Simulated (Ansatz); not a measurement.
Frontier orbitals of H7NOSi2, SMILES `N[SiH](O)[SiH3]`.

```xyz
11

N    -1.4876   -0.3890    0.8536
Si    0.1938   -0.3203    0.5563
O     0.8795   -1.7301    0.0305
Si    0.6666    1.1923   -1.1636
H    -1.8745   -0.4299    1.7801
H    -2.1819   -0.5064    0.1360
H     0.7698    0.0773    1.8729
H     0.7711   -2.5052    0.5850
H     0.3617    2.5791   -0.7150
H     2.0910    1.1364   -1.5885
H    -0.1894    0.8957   -2.3474
```

Charge 0, multiplicity 1. All single points use the PBE0-D4/def2-TZVP geometry. It is one conformer, not always the lowest. Basis def2-TZVPP, Ansatz 0.2.0.

```
             functional  HOMO (eV)  LUMO (eV)
HSE06 (plane-wave form)      -7.02      -0.29
```

Q: Give HOMO and LUMO (eV) with LDA (SPW92), PBE, revPBE, BLYP, r2SCAN, B97M-V, PBE0, B3LYP, r2SCANh, r2SCAN0, BHLYP, CAM-B3LYP, LC-ωPBE, ωB97X-V, ωB97M-V, HF. (An estimate is asked.)

A: The calculation gave: 
| functional | HOMO | LUMO |
| --- | --- | --- |
| LDA (SPW92) | -6.24 | -0.91 |
| PBE | -6.10 | -0.74 |
| revPBE | -6.03 | -0.66 |
| BLYP | -5.97 | -0.64 |
| r2SCAN | -6.38 | -0.39 |
| B97M-V | -6.50 | -0.69 |
| PBE0 | -7.42 | 0.09 |
| B3LYP | -7.20 | -0.14 |
| r2SCANh | -6.87 | -0.10 |
| r2SCAN0 | -7.61 | 0.31 |
| BHLYP | -8.63 | 0.88 |
| CAM-B3LYP | -8.80 | 1.03 |
| LC-ωPBE | -10.14 | 2.21 |
| ωB97X-V | -9.79 | 2.05 |
| ωB97M-V | -9.63 | 1.69 |
| HF | -10.44 | 2.95 |

B3LYP here is the variant with VWN-RPA as its local correlation; programs differ in this. LC-ωPBE has ω = 0.4 bohr⁻¹. Positive LUMOs are unbound and depend on the basis.
